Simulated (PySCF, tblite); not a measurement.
Isomers of C7H8F (doublet state). Level: GFN2-xTB in tblite, geometry and Hessian alike; calculated harmonic values, unscaled, isolated species. This tight-binding method is rough: wavenumbers can miss measured ones by several per cent, in bad cases by 10 to 20. One conformer each. Open shells enter through the occupations alone, without spin polarisation, and single modes of such species can be off by tens of per cent.

Electronic energies: B3LYP/pcH-1 single points on the GFN2-xTB geometries (PySCF, gas phase).

```csv
SMILES,"electronic energy, lowest = 0 (kcal/mol)"
C#CC/C(=C\[CH2])CF,44.4
C[C@H]1C=[C]CC(F)=C1,31.2
F[C@H]1[C@@H]2[CH][C@H]3[C@@H]2C[C@@H]13,59.5
[CH2][C@H]1C=CCC(F)=C1,24.5
C#CC/C(=[C]\C)CF,65.2
C[C@H]1[C]=C(F)CC=C1,34.1
C#C[CH]/C(=C\C)CF,33.4
FC1=CCC[CH]C=C1,0.0
```

How do GFN2-xTB zero-point energies change the relative energies?

```csv
SMILES,ZPE (kcal/mol),of it from modes above 1550 cm⁻¹,electronic (kcal/mol),"with ZPE, lowest = 0 (kcal/mol)",lowest mode (cm⁻¹),rings
FC1=CCC[CH]C=C1,79.6,36.8,0.0,0.0,116,1
[CH2][C@H]1C=CCC(F)=C1,77.7,39.7,24.5,22.7,64,1
C[C@H]1C=[C]CC(F)=C1,79.1,39.3,31.2,30.7,54,1
C#C[CH]/C(=C\C)CF,76.3,38.0,33.4,30.1,36,0
C[C@H]1[C]=C(F)CC=C1,79.2,39.3,34.1,33.7,58,1
C#CC/C(=C\[CH2])CF,76.4,38.1,44.4,41.2,23,0
F[C@H]1[C@@H]2[CH][C@H]3[C@@H]2C[C@@H]13,81.0,34.7,59.5,60.9,226,5
C#CC/C(=[C]\C)CF,76.2,40.3,65.2,61.8,37,0
```

The zero-point energies span 4.8 kcal/mol, from `C#CC/C(=[C]\C)CF` to `F[C@H]1[C@@H]2[CH][C@H]3[C@@H]2C[C@@H]13`. The lowest isomer stays, but the order above it changes.

And how do the electronic energies of GFN2-xTB itself compare?

`FC1=CCC[CH]C=C1` 0.0; `[CH2][C@H]1C=CCC(F)=C1` 28.6; `C[C@H]1C=[C]CC(F)=C1` 30.6; `C#C[CH]/C(=C\C)CF` 38.7; `C[C@H]1[C]=C(F)CC=C1` 33.1; `C#CC/C(=C\[CH2])CF` 49.0; `F[C@H]1[C@@H]2[CH][C@H]3[C@@H]2C[C@@H]13` 30.6; `C#CC/C(=[C]\C)CF` 68.5 kcal/mol, lowest = 0. Against the energies above, taken from the same isomer `FC1=CCC[CH]C=C1`, the largest difference is 28.9 kcal/mol.

What do entropy and thermal enthalpy add at 298.15 K and 1 bar (rigid rotor, harmonic oscillator, one conformer each)?

```tsv
SMILES	point group	symmetry number	S (cal/(mol K))	H − H(0) (kcal/mol)	ZPE + H − H(0) − TS (kcal/mol)
FC1=CCC[CH]C=C1	C1	1	84.6	5.13	59.5
[CH2][C@H]1C=CCC(F)=C1	C1	1	89.0	5.69	56.9
C[C@H]1C=[C]CC(F)=C1	C1	1	87.7	5.46	58.4
C#C[CH]/C(=C\C)CF	Cs	1	99.6	6.73	53.3
C[C@H]1[C]=C(F)CC=C1	C1	1	87.9	5.48	58.4
F[C@H]1[C@@H]2[CH][C@H]3[C@@H]2C[C@@H]13	C1	1	77.5	4.20	62.1
C#CC/C(=[C]\C)CF	C1	1	100.8	6.84	53.0
```

S holds R ln(2S + 1) for the spin.

Not tabulated: `C#CC/C(=C\[CH2])CF` (lowest mode only 23 cm⁻¹).
